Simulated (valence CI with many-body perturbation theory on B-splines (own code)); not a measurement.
E1 transitions of La²⁶⁺

Calculated by relativistic CI+MBPT: three valence electrons over a frozen Dirac-Fock core [Ar] 3d10, a basis of 11 s, 11 p, 10 d, 8 f, 5 g, 2 h functions for each j, with the one-electron correlation potential Σ1, the two-electron term Σ2, the three-electron term Σ3, Breit, model QED; selected CI, second order for the rest, scaled by the run's own slope (own B-spline code, finite nucleus).

No measured spectrum was set against this ion. As an estimate, large intervals hold to a few tenths of a per cent, small ones and those within an open d or f shell to about a per cent.

Lines 1 to 50 of 554 in falling wavelength, among levels below 399.45 eV, chosen from the strongest by gf and those to the six lowest levels. Wavelengths and rates use the calculated energies. Electric multipoles are in the length gauge, E1 and E2 with the static RPA response of the core. Weak lines are less certain than strong ones. Lines between different terms over intervals too small for the method are left out, as are lines whose strength nearly cancels. The highest levels of a list are the least certain.

Levels are named by their leading jj configuration (3d3/2^4 stands for four electrons in 3d with j = 3/2), which in mixed levels can hold well under half, so a name can repeat and another be missing. Letters in brackets count levels of one name in rising energy.

| λ vac (nm) | Upper | Lower | A (s⁻¹) | log gf | Branch % |
| --- | --- | --- | --- | --- | --- |
| 43.80 | (4s^2 5p1/2) J=1/2 | (4s^2 5s) J=1/2 | 6.36e+09 | -0.44 | 1.0 |
| 38.12 | (4s 4p1/2^2) J=1/2 | (4s^2 4p3/2) J=3/2 | 6.75e+07 | -2.53 | 1.1 |
| 32.36 | (4s^2 5p3/2) J=3/2 | (4s^2 5s) J=1/2 | 1.46e+10 | -0.04 | 2.4 |
| 25.51 | (4p1/2 4p3/2 4f7/2) J=11/2 | (4s 4p3/2 4f7/2) J=9/2 [b] | 2.82e+09 | -0.48 | 3.6 |
| 25.21 | (4p1/2 4p3/2 4f5/2) J=9/2 | (4s 4p3/2 4f5/2) J=7/2 [c] | 3.70e+09 | -0.45 | 1.6 |
| 25.21 | (4s 4p1/2 4p3/2) J=3/2 [a] | (4s^2 4p3/2) J=3/2 | 5.59e+08 | -1.67 | 75.2 |
| 24.71 | (4p1/2 4p3/2^2) J=5/2 | (4s 4p3/2^2) J=3/2 | 5.48e+09 | -0.52 | 12.0 |
| 24.69 | (4p1/2 4d3/2 4d5/2) J=9/2 | (4s 4d3/2 4d5/2) J=7/2 [b] | 3.61e+09 | -0.48 | 5.1 |
| 23.46 | (4p1/2 4p3/2 4d5/2) J=9/2 | (4s 4p3/2 4d5/2) J=7/2 [a] | 4.60e+09 | -0.42 | 9.6 |
| 23.37 | (4p1/2 4p3/2 4f5/2) J=7/2 | (4s 4p3/2 4f7/2) J=5/2 [b] | 4.45e+09 | -0.53 | 2.0 |
| 22.90 | (4s 4p1/2 4p3/2) J=5/2 | (4s^2 4p3/2) J=3/2 | 4.19e+09 | -0.70 | 100.0 |
| 22.47 | (4p1/2^2 4f5/2) J=5/2 | (4s 4d3/2^2) J=3/2 | 6.52e+09 | -0.53 | 2.6 |
| 22.10 | (4s 4p1/2^2) J=1/2 | (4s^2 4p1/2) J=1/2 | 6.25e+09 | -1.04 | 98.9 |
| 21.09 | (4p1/2^2 4p3/2) J=3/2 | (4s 4p1/2 4p3/2) J=3/2 [b] | 6.45e+09 | -0.76 | 7.6 |
| 20.86 | (4p1/2 4p3/2 4d5/2) J=5/2 [b] | (4s 4p3/2 4d5/2) J=7/2 [b] | 9.19e+09 | -0.44 | 3.2 |
| 20.54 | (4p1/2^2 4f7/2) J=7/2 | (4s 4p1/2 4f7/2) J=7/2 [b] | 7.84e+09 | -0.40 | 8.2 |
| 20.52 | (4p1/2 4p3/2 4f7/2) J=9/2 [a] | (4s 4p3/2 4f7/2) J=9/2 [a] | 6.94e+09 | -0.36 | 3.2 |
| 20.36 | (4p1/2 4d5/2^2) J=7/2 | (4s 4d5/2^2) J=9/2 | 8.14e+09 | -0.39 | 6.3 |
| 20.31 | (4p1/2 4d5/2^2) J=9/2 | (4s 4d5/2^2) J=9/2 | 8.12e+09 | -0.30 | 9.7 |
| 20.29 | (4p1/2 4p3/2 4f7/2) J=7/2 [a] | (4s 4p3/2 4f5/2) J=7/2 [a] | 6.07e+09 | -0.52 | 2.7 |
| 20.04 | (4p1/2 4p3/2 4f7/2) J=11/2 | (4s 4p3/2 4f7/2) J=11/2 | 8.33e+09 | -0.22 | 10.7 |
| 20.00 | (4p1/2^2 4f7/2) J=7/2 | (4s 4p1/2 4f7/2) J=9/2 | 1.38e+10 | -0.18 | 14.5 |
| 19.99 | (4s 4p1/2 4p3/2) J=3/2 [b] | (4s^2 4p3/2) J=3/2 | 3.56e+09 | -1.07 | 6.4 |
| 19.73 | (4p1/2 4p3/2 4f7/2) J=7/2 [b] | (4s 4p3/2 4f7/2) J=9/2 [a] | 9.17e+09 | -0.37 | 3.3 |
| 19.62 | (4p1/2 4d3/2 4d5/2) J=7/2 [b] | (4s 4d3/2 4d5/2) J=9/2 | 7.27e+09 | -0.47 | 2.1 |
| 19.61 | (4p1/2 4p3/2^2) J=3/2 | (4s 4p3/2^2) J=5/2 | 1.42e+10 | -0.49 | 11.6 |
| 19.40 | (4p1/2 4p3/2^2) J=5/2 | (4s 4p3/2^2) J=5/2 | 1.22e+10 | -0.39 | 26.6 |
| 19.39 | (4p1/2 4p3/2 4f7/2) J=9/2 [b] | (4s 4p3/2 4f7/2) J=11/2 | 1.25e+10 | -0.15 | 5.8 |
| 19.23 | (4p1/2 4p3/2 4d5/2) J=7/2 [a] | (4s 4p3/2 4d5/2) J=9/2 | 1.90e+10 | -0.07 | 30.3 |
| 19.15 | (4p1/2^2 4d3/2) J=3/2 | (4s 4p1/2 4d3/2) J=5/2 | 1.94e+10 | -0.37 | 29.7 |
| 19.09 | (4p1/2 4d3/2 4d5/2) J=7/2 [b] | (4s 4d5/2^2) J=9/2 | 8.67e+09 | -0.42 | 2.5 |
| 19.09 | (4p1/2^2 4d5/2) J=5/2 | (4s 4p1/2 4d5/2) J=7/2 | 2.35e+10 | -0.11 | 25.9 |
| 19.02 | (4p1/2 4d3/2 4d5/2) J=5/2 [b] | (4s 4d3/2 4d5/2) J=7/2 [a] | 9.72e+09 | -0.50 | 3.3 |
| 18.89 | (4s 4p1/2 4p3/2) J=1/2 | (4s^2 4p3/2) J=3/2 | 7.91e+09 | -1.07 | 5.3 |
| 18.60 | (4p1/2^2 4p3/2) J=3/2 | (4s 4p1/2 4p3/2) J=5/2 | 3.04e+10 | -0.20 | 35.7 |
| 18.50 | (4p1/2 4p3/2 4d5/2) J=9/2 | (4s 4p3/2 4d5/2) J=9/2 | 1.56e+10 | -0.10 | 32.5 |
| 18.03 | (4p1/2 4p3/2 4d3/2) J=5/2 [b] | (4s 4p3/2 4d3/2) J=7/2 | 1.60e+10 | -0.33 | 4.7 |
| 17.80 | (4p1/2^2 4f5/2) J=5/2 | (4s 4p1/2 4f5/2) J=7/2 | 1.02e+10 | -0.54 | 4.1 |
| 17.58 | (4p3/2^2 4f7/2) J=11/2 | (4s 4p3/2 4f7/2) J=9/2 [c] | 2.00e+10 | 0.05 | 6.4 |
| 17.44 | (4p3/2^2 4d5/2) J=9/2 | (4s 4p3/2 4d5/2) J=7/2 [b] | 8.37e+09 | -0.42 | 19.8 |
| 17.31 | (4p1/2^2 4p3/2) J=3/2 | (4s 4p1/2 4p3/2) J=3/2 [a] | 9.46e+09 | -0.77 | 11.1 |
| 17.04 | (4s 4p1/2 4p3/2) J=3/2 [a] | (4s^2 4p1/2) J=1/2 | 1.85e+08 | -2.49 | 24.8 |
| 16.95 | (4p3/2^2 4d5/2) J=9/2 | (4s 4p3/2 4d5/2) J=7/2 [a] | 7.18e+09 | -0.51 | 17.0 |
| 16.46 | (4p1/2 4p3/2 4f5/2) J=7/2 | (4s 4p1/2 4f7/2) J=7/2 [c] | 1.27e+10 | -0.39 | 5.7 |
| 16.32 | (4p3/2^2 4d5/2) J=5/2 [a] | (4s 4p3/2 4d5/2) J=3/2 [b] | 1.79e+10 | -0.37 | 13.6 |
| 16.29 | (4s 4p3/2^2) J=5/2 | (4s^2 4p3/2) J=3/2 | 1.04e+10 | -0.60 | 100.0 |
| 16.26 | (4p3/2 4d5/2^2) J=9/2 [b] | (4s 4d5/2^2) J=7/2 | 2.13e+10 | -0.07 | 6.1 |
| 16.23 | (4p3/2^3) J=3/2 | (4s 4p3/2^2) J=3/2 | 3.32e+10 | -0.28 | 24.1 |
| 16.21 | (4p3/2 4d3/2 4d5/2) J=11/2 | (4s 4p3/2 4f7/2) J=9/2 [a] | 7.29e+09 | -0.46 | 2.5 |
| 16.15 | (4s 4p1/2 4f7/2) J=9/2 | (4s 4p3/2 4d5/2) J=7/2 [b] | 1.49e+10 | -0.23 | 9.6 |
